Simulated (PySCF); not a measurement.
The 23-electron isoelectronic series, spin-free X2C

Calculated with PySCF 2.14 from differences of total energies of unrestricted determinants, without spin-orbit coupling. Each ion has its own even-tempered basis scaled to its charge (18s12p8d4f3g for the first); frozen: [Ne]. Ionisation energies in eV.

| ion | configuration | UHF | LDA | PBE | PBE0 | r2SCAN | MP2 (outer shells) | NIST (with spin-orbit, Breit and QED) |
| --- | --- | --- | --- | --- | --- | --- | --- | --- |
| Pm³⁸⁺ | [Ar] 3d5 (6S) | 2783.3 | 2780.6 | 2780.1 | 2781.4 | 2781.9 | 2783.7 | 2755 ± 4 (t) |
| Sm³⁹⁺ | [Ar] 3d5 (6S) | 2916.7 | 2913.9 | 2913.4 | 2914.7 | 2915.3 | 2917.1 | 2887 ± 4 (t) |
| Eu⁴⁰⁺ | [Ar] 3d5 (6S) | 3053.2 | 3050.3 | 3049.7 | 3051.1 | 3051.7 | 3053.6 | 3022 ± 4 (t) |
| Gd⁴¹⁺ | [Ar] 3d5 (6S) | 3192.8 | 3189.7 | 3189.2 | 3190.6 | 3191.2 | 3193.1 | 3160 ± 4 (t) |
| Tb⁴²⁺ | [Ar] 3d5 (6S) | 3335.6 | 3332.4 | 3331.9 | 3333.3 | 3333.9 | 3335.9 | 3300 ± 4 (t) |
| Dy⁴³⁺ | [Ar] 3d5 (6S) | 3481.4 | 3478.0 | 3477.5 | 3479.0 | 3479.6 | 3481.7 | 3445 ± 4 (t) |
| Ho⁴⁴⁺ | [Ar] 3d5 (6S) | 3630.3 | 3626.9 | 3626.4 | 3627.8 | 3628.5 | 3630.6 | 3592 ± 4 (t) |
| Er⁴⁵⁺ | [Ar] 3d5 (6S) | 3782.3 | 3778.7 | 3778.3 | 3779.8 | 3780.4 | 3782.6 | 3742 ± 4 (t) |
| Tm⁴⁶⁺ | [Ar] 3d5 (6S) | 3937.5 | 3933.8 | 3933.3 | 3934.9 | 3935.5 | 3937.8 | 3895 ± 4 (t) |
| Yb⁴⁷⁺ | [Ar] 3d5 (6S) | 4095.8 | 4091.9 | 4091.5 | 4093.0 | 4093.7 | 4096.1 | 4051 ± 4 (t) |

Each ion has its own basis, which adds noise of up to about 0.1 % along the series.

NIST values marked (s) are semi-empirical, (t) theoretical. Open shells are high-spin determinants of the terms that Hund's rules give; for the heavier ions, far from LS coupling, these are not the ground levels.

Spin-orbit coupling of the open shells is absent from the calculated values and included in NIST's; it grows fast with Z.
